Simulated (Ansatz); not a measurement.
# Counterpoise correction, worked out

The pair of Cl$_{2}$ (SMILES ClCl, atoms 1–2) and HfH$_{4}$O$_{4}$ (SMILES O[Hf](O)(O)O, atoms 3–11), both closed shells, in one local arrangement (a lower one may exist), relaxed at PBE0-D4/def2-TZVP:

```csv
atom,x (Å),y (Å),z (Å)
Cl1,0.7009,1.6032,-2.1217
Cl2,0.6459,1.5931,-4.1234
O3,-1.9202,-0.3475,-0.0669
Hf4,-0.1534,-0.3743,0.7067
O5,0.6703,1.3938,0.4849
O6,-0.2787,-0.7795,2.5891
O7,0.9468,-1.6972,-0.1632
H8,-2.5572,-0.2212,-0.7622
H9,1.0380,2.1479,0.9382
H10,-0.5736,-1.2377,3.3686
H11,1.4813,-2.0808,-0.8499
```

Ansatz 0.2.0; basis: def2-TZVPPD; cores frozen in the correlated methods. Core potentials replace the inner electrons of the atoms past krypton.

MP2 total energies in eV:

| system | geometry | basis functions | energy |
| --- | --- | --- | --- |
| pair | pair | all | -34568.45276 |
| Cl$_{2}$ | as in the pair | all (partner as ghosts) | -25017.27363 |
| HfH$_{4}$O$_{4}$ | as in the pair | all (partner as ghosts) | -9551.03324 |
| Cl$_{2}$ | as in the pair | its own | -25017.23269 |
| HfH$_{4}$O$_{4}$ | as in the pair | its own | -9551.00908 |
| Cl$_{2}$ | free (PBE0-D4 minimum) | its own | -25017.23533 |
| HfH$_{4}$O$_{4}$ | free (PBE0-D4 minimum) | its own | -9551.02413 |

Question: Work out the interaction energy with and without the counterpoise correction, the superposition error, and the binding energy from the relaxed fragments.

Answer: Without correction: -34568.45276 − (-25017.23269) − (-9551.00908) = -0.21099 eV.
With correction (each fragment in the whole basis): -34568.45276 − (-25017.27363) − (-9551.03324) = -0.14589 eV = -3.36 kcal/mol.
The superposition error is the difference, 0.06510 eV, 31 % of the uncorrected value: each fragment borrows its partner's functions.
Deformation from the free shapes: 0.00264 eV for Cl$_{2}$ and 0.01505 eV for HfH$_{4}$O$_{4}$.
Binding energy from relaxed fragments: -0.14589 + 0.00264 + 0.01505 = -0.12820 eV = -2.96 kcal/mol (electronic, without zero-point energy; negative means bound). For comparison, the corrected interaction energy by CCSD(T) at an estimated basis limit (MP2 extrapolated from triple and quadruple zeta, plus CCSD(T) − MP2 in triple zeta) is -0.160 eV.

The T1 diagnostic stays at or below 0.016.

For scale, one of the runs: CCSD(T)/def2-TZVPPD, 389 basis functions (an equivalent command: `ansatz run in.yaml --threads 3 --backend cuda`). The run took 19 s on 3 CPU threads and a share of one NVIDIA H100 (shared host), with 1.7 GiB of host memory at its peak.
